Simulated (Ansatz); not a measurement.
Consider the atomization: `NC(=[Se])N[SiH3]` → C• + 6 H• + 2 N• + Se• + Si•.

Computed with Ansatz on PBE0-D4/def2-TZVP structures; ΔE is electronic, products minus reactants. CCSD(T)/CBS adds triple-zeta CCSD(T) − MP2 to the extrapolated MP2 energy (def2 sets, frozen cores). This one scheme is used for every species, atoms too. For atomizations the MP2-based limit and the directly extrapolated one differ by several kJ/mol either way, and by 10 to 25 for some Ge, Se and Sn compounds, so smaller differences from it don't rank the levels. Functionals use def2-TZVPP. Open shells (•) are unrestricted, without spin–orbit coupling. Spin–orbit coupling would lower the free atoms: a little for C, Si; clearly for Se. Bonds to Se are less sure, by a few kJ/mol each and by 10 to 20 or more in all where they break to atoms, as the def2 sets lack core-valence functions. Scalar relativity is left out up to krypton. One conformer a species, not always the lowest.

```csv
species,PBE-D4 energy (Eh)
`NC(=[Se])N[SiH3]`,-2841.68663
C•,-37.79597
H•,-0.49962
N•,-54.53214
Se•,-2401.12489
Si•,-289.22289
```

(1) Work out ΔE.

Largest T1 diagnostic among the species: 0.015.

## Answers

(1) ΔE = 6 × (-0.49962) + 2 × (-54.53214) + (-37.79597) + (-2401.12489) + (-289.22289) − (-2841.68663) = 1.48088 Eh = +3888.0 kJ/mol. CCSD(T)/CBS gives +3785.9 kJ/mol.

At CCSD(T), def2-SVP lies −294.8 kJ/mol from the extrapolated value and def2-TZVPP −133.7 kJ/mol: correlation converges slowly with the basis, and small sets miss more of it in the bonded molecule than in its fragments. Leaving LDA and LC-ωPBE aside and taking each functional with its dispersion term where it has one, the values, not all of them listed here, spread over 218.7 kJ/mol, from BHLYP-D4 to PBE-D4. LDA lies +549.2 kJ/mol from PBE without D4, its usual overbinding. From BLYP to BHLYP (50 % exact exchange), in def2-TZVPP and without D4, ΔE moves by −123.8 kJ/mol: exact exchange takes away binding that semilocal exchange gives to molecules.
